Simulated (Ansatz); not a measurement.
Born–Oppenheimer molecular dynamics of ClH₅OSiZn (9 atoms, charge 0, multiplicity 1). It starts at the highest image of a converged band, a first-order saddle point between two minima.

Level of theory: Ansatz, RKS PBE/def2-SVP.

- ensemble: NVE (velocity Verlet)
- time step: 0.5 fs
- steps asked: 200
- starting velocities drawn for: 100 K
- seed: 8613

First frame:

```xyz
9
Properties=species:S:1:pos:R:3
Zn 0.245 -0.149 -0.030
O -0.294 -0.420 1.797
H -1.076 0.052 2.153
Cl -0.165 -0.233 -2.113
Si 2.529 0.750 1.213
H 3.570 -0.211 1.722
H 2.847 0.983 -0.253
H 2.709 2.092 1.875
H 0.909 0.195 1.775
```

Task: How far do the bonds stretch over the last three quarters of this one trajectory? (Pairs bonded in most of those frames.)

Result: 
```
   bond  mean (Å)  spread (Å)  shortest  longest
Zn1–Cl4     2.166       0.052      2.05     2.23
Zn1–Si5     2.374       0.196      2.13     2.72
  O2–H3     0.978       0.020      0.93     1.03
  O2–H9     1.000       0.074      0.89     1.12
 Si5–H6     1.517       0.033      1.46     1.57
 Si5–H7     1.515       0.016      1.48     1.55
 Si5–H8     1.516       0.009      1.50     1.53
```

Mean temperature of the second half: 862 K. The conserved energy stayed within 0.64 meV per atom of its start (net change 0.046 meV per atom), so the integration is sound. The system heated up, since it started high on the potential surface and ran downhill. A run of 0.1 ps of so small a system gives no equilibrium averages. The orbitals stay closed-shell, which can raise the energy where a bond breaks towards radicals; this wasn't checked here.

Time of the run: 7 min on 2 threads of Arm Neoverse V1 (shared host), peak memory 0.17 GiB.
